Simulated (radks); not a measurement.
Problem. Coulomb parameter of the 3d shell of the cobalt ion Co2+ in the model configuration [Ar] 3d6 4s1, as a second difference U = [E(n + 1) + E(n - 1) - 2 E(n)] / (1)^2 with all orbitals relaxed. "Bare": the charge of the atom changes with n. "Screened": the 4s shell takes up the change at fixed total charge, which measures U(3d,3d) + U(4s,4s) - 2 U(3d,4s). All-electron calculation, Dirac Kohn-Sham, PBE, spin-unpolarised, spherical densities, finite nucleus; open shells are shared between the two j in proportion to 2j + 1; Fermi nuclear charge, rms radius 3.7875 fm. Program: a radial shooting solver on a logarithmic mesh with Libxc functionals. Estimate both.

Solution. U(bare) = 17.992 eV, U(screened by 4s) = 4.570 eV.
